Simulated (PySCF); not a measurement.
C₅H₇F, SMILES F/C=C\C1CC1.

Geometry: B3LYP-D3(BJ)/def2-SVP. The structure was generated by enumeration; whether it is a known compound was not checked. Other conformers were not sampled.

Level of theory: PBE/def2-TZVP (PySCF).

Symmetry labels are those of the subgroup Cs that the program uses (full group Cs).

List the valence orbital energies around the gap with their symmetry. (Estimate from the structure and the level; the computed values follow.)


| orbital | symmetry | energy (eV) |
|---|---|---|
| HOMO−7 | A" | -10.87 |
| HOMO−6 | A' | -10.70 |
| HOMO−5 | A' | -9.03 |
| HOMO−4 | A" | -8.87 |
| HOMO−3 | A' | -8.45 |
| HOMO−2 | A" | -8.03 |
| HOMO−1 | A' | -7.33 |
| HOMO | A" | -5.61 |
| LUMO | A" | -0.51 |
| LUMO+1 | A' | 0.73 |
| LUMO+2 | A' | 0.81 |
| LUMO+3 | A' | 1.42 |
